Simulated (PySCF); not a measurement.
**Neon: a sound run and one with changed settings**

Sound run: Ne⁺ [He] 2s2 2p5, Ne²⁺ [He] 2s2 2p4. Computed with PySCF 2.14 in pcseg-2, with no relativity, point nucleus. In the sound run the correlated levels freeze 1s2. The sound run starts from symmetry-adapted Hartree-Fock orbitals and uses a fine grid where one is needed.

Changed run: a valence shell is frozen. This setting is unsound on purpose.

| species | method | sound run (hartree) | changed run (hartree) | converged |
| --- | --- | --- | --- | --- |
| Ne⁺ | MP2 | -127.98998 | -127.92545 | yes |
| Ne⁺ | CCSD(T) | -128.00436 | -127.93253 | yes |
| Ne²⁺ | MP2 | -126.49274 | -126.42719 | yes |
| Ne²⁺ | CCSD(T) | -126.50846 | -126.43339 | yes |

Ionisation energy of Ne⁺:

```json
{"method": "UHF", "sound run (eV)": "39.330", "changed run (eV)": "39.330"}
{"method": "MP2", "sound run (eV)": "40.742", "changed run (eV)": "40.770"}
{"method": "SCS-MP2", "sound run (eV)": "40.722", "changed run (eV)": "40.824"}
{"method": "CCSD", "sound run (eV)": "40.682", "changed run (eV)": "40.772"}
{"method": "CCSD(T)", "sound run (eV)": "40.706", "changed run (eV)": "40.794"}
```

Freezing a valence shell removes pair correlation that changes on ionisation.

For comparison, NIST gives 40.963 eV between the lowest levels.
